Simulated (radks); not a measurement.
Results of a calculation; reference values are marked as such.
The oxygen anion O2-, [Ne], held by a Watson sphere: a shell of charge +2.29 at radius R that stands for the Madelung well of a crystal (potential energy -2.29/R inside, -2.29/r outside, in hartree with lengths in bohr). Code: a radial shooting solver on a logarithmic mesh with Libxc functionals. Model: scalar-relativistic Kohn-Sham, LDA (Slater exchange, VWN5 correlation), spin-polarised, spherical densities, point nucleus. Response by self-consistent Sternheimer equations with the Hartree and adiabatic LDA kernel, the relativistic mass of each level held fixed and spin-orbit coupling left out. The sphere does not respond.

\begin{tabular}{lrrrrrrr}
R (bohr) & e(1s) (eV) & e(2s) (eV) & e(2p) (eV) & <r> 2p (bohr) & sum of <r^2> (bohr^2) & X-ray form factor at sin(theta)/lambda = 0.1 1/angstrom & alpha (bohr^3) \\ \hline
1.7 & -507.60 & -26.916 & -12.455 & 1.386 & 18.70 & 8.772 & 8.950 \\
1.89 & -507.51 & -25.687 & -11.474 & 1.435 & 20.05 & 8.699 & 10.89 \\
1.9 & -507.50 & -25.627 & -11.425 & 1.438 & 20.12 & 8.695 & 11.01 \\
2 & -507.42 & -25.037 & -10.941 & 1.462 & 20.81 & 8.659 & 12.18 \\
2.59 & -506.58 & -22.241 & -8.515 & 1.594 & 24.85 & 8.464 & 21.70 \\
2.89 & -506.09 & -21.187 & -7.535 & 1.654 & 26.90 & 8.377 & 28.69 \\
3.07 & -505.80 & -20.646 & -7.018 & 1.688 & 28.15 & 8.328 & 33.78 \\
3.2 & -505.59 & -20.293 & -6.674 & 1.712 & 29.06 & 8.294 & 37.93 \\
3.7 & -504.88 & -19.171 & -5.550 & 1.800 & 32.69 & 8.174 & 58.44 \\
\end{tabular}
